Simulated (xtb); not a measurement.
C₂H₈FNSi₂, SMILES C=C[Si@@H](F)N[SiH3]. All values are semi-empirical tight-binding results from xtb (GFN2-xTB unless named), good for trends rather than for accurate numbers. The structure is a stationary point at GFN2-xTB. The structure was generated by enumeration; whether it is a known compound was not checked. Other conformers were not sampled.

Optimised geometry:

```xyz
14

C      2.5502     0.6261     1.1206
C      2.0272     0.9610    -0.0481
Si     0.2555     0.6519    -0.5919
F      0.2552    -0.4424    -1.7775
N     -0.6623    -0.0378     0.6893
Si    -2.0595    -1.0695     0.5977
H      1.9681     0.1296     1.8806
H      3.5814     0.8216     1.3738
H      2.6661     1.4541    -0.7708
H     -0.3609     1.8187    -1.2155
H     -0.4713     0.3492     1.5976
H     -2.3444    -1.4187     1.9916
H     -1.7203    -2.2396    -0.2049
H     -3.1885    -0.3454     0.0036
```
Charge 0, spin multiplicity 1.

```yaml
orbital_gap: 4.06 eV
dipole_moment: 2.25 D
zero_point_energy: 57.8 kcal/mol
G − E(el) at 298.15 K (modified RRHO): 35.5 kcal/mol
static polarisability (D4 model): 93.2 bohr³
solvation energy, GFN2-xTB/ALPB(water): -0.3 kcal/mol
solvation energy, GFN2-xTB/ALPB(acetone): -4.9 kcal/mol
```

Computed atomic charges and the Wiberg bond orders between heavy atoms:
charges (e) C1 -0.08, C2 -0.13, Si3 0.57, F4 -0.29, N5 -0.44, Si6 0.49, H7 0.03, H8 0.04, H9 0.03, H10 -0.08, H11 0.15, H12 -0.11, H13 -0.09, H14 -0.10. Bond orders C1–C2 2.00, C2–Si3 0.88, Si3–F4 1.06, Si3–N5 1.09, N5–Si6 1.03.
